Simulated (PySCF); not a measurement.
## Levels of Bi⁴⁶⁺ from EOM-EA-GCCSD

Reference: closed-shell Bi⁴⁷⁺, [Kr]; one electron is added. Calculated with PySCF 2.14, two-component X2C-1e with screened spin-orbit coupling, an even-tempered Gaussian basis (18 s from 2.8 bohr⁻², ratio 2.6; 16 p from 3.6 bohr⁻², ratio 2.6; 11 d from 3.6 bohr⁻², ratio 2.6; 5 f from 3.7 bohr⁻², ratio 2.8); frozen [Ar] 3d10; the 114 highest virtual spinors dropped; of the others 74 kept and the rest restored at second order. No Breit or QED terms. Binding energies in eV.

| level | Koopmans | second order | EOM-CCSD |
| --- | --- | --- | --- |
| 4d3/2 | 2386.0 | 2387.8 | 2387.7 |
| 4d5/2 | 2349.6 | 2351.3 | 2351.2 |

For comparison, the ionisation energy of Bi⁴⁶⁺ is 2385 ± 4 eV (theoretical estimate listed by NIST; NIST Atomic Spectra Database, ionization energies).
